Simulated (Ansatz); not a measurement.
`C[C@@]1(F)N[Si@@H]1N`, relaxed with RKS PBE-D4/def2-SVP in Ansatz from a rough embedded geometry. The force threshold is 0.03 eV/Å; the program also tests the step.

The species carries charge 0 and has multiplicity 1.

Start:

```xyz
13

C    -1.220   -0.320    1.654
C    -0.082    0.178    0.762
F     0.482    1.365    1.144
N     0.885   -0.758    0.229
Si   -0.098   -0.143   -1.071
N     1.195    0.505   -1.977
H    -0.886   -0.391    2.654
H    -1.556   -1.283    1.292
H    -2.053    0.448    1.557
H     1.747   -0.340    0.077
H    -0.733   -1.296   -1.694
H     0.927    0.603   -2.929
H     1.393    1.433   -1.698
```

**Question.** How much energy does the relaxation release, and in how many steps? (Estimate.)

**Answer.** Ansatz gave: 1.37 eV, in 15 steps, 2 of them rejected.

**Question.** Which bonds change most? (An estimate is asked.)

**Answer.** Computed: C1–H7 from 1.056 to 1.113 Å; N4–H10 from 0.970 to 1.025 Å; C2–F3 from 1.369 to 1.422 Å; Si5–H11 from 1.456 to 1.499 Å.

**Question.** Give the relaxed structure. (An estimate is asked.)

**Answer.** Computed: 
```xyz
13

C    -1.181   -0.273    1.659
C    -0.140    0.194    0.669
F     0.261    1.503    1.052
N     0.964   -0.664    0.354
Si    0.202   -0.270   -1.129
N     1.013    0.726   -2.278
H    -0.723   -0.379    2.669
H    -1.596   -1.256    1.363
H    -2.012    0.454    1.744
H     1.615   -1.118    1.001
H    -0.552   -1.308   -1.906
H     0.647    0.820   -3.227
H     1.502    1.571   -1.972
```
